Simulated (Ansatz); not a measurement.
Input file for Ansatz (a quantum-chemistry and plane-wave program): R-CCSD(T)/aug-cc-pV(D+d)Z on CH3ClO (a complex). Files ending in .json are basis or fitting sets from the Basis Set Exchange.

Ansatz 0.2 input:
```yaml
crystal:
  periodic: [false, false, false]
  atoms:
    - {symbol: Cl, position_ang: [-0.15233745, -0.05620710, 0.44346865]}
    - {symbol: H, position_ang: [0.14962411, 0.49239252, 1.58775990]}
    - {symbol: C, position_ang: [-0.33707380, 0.01202596, 3.99942125]}
    - {symbol: O, position_ang: [0.28124162, 0.85624366, 3.40316569]}
    - {symbol: H, position_ang: [-0.40205382, 0.02138265, 5.10027760]}
    - {symbol: H, position_ang: [-0.86219234, -0.80265068, 3.47155992]}
basis:
  gaussian:
    orbitals: aug-cc-pV_D+d_Z.json
magnetization: {spin_polarized: false}
correlation: {method: ccsd_t, electrons: outside_noble_gas}
scf: {lower_state_search: off}
```

Q: What total energy does the run end on?

A: -574.5333 hartree (reference determinant -573.9851, T1 diagnostic 0.014).

Q: How many basis functions does it have, and what does it roughly cost on one machine?

A: 105 functions; about 8 core-seconds (a rough figure).
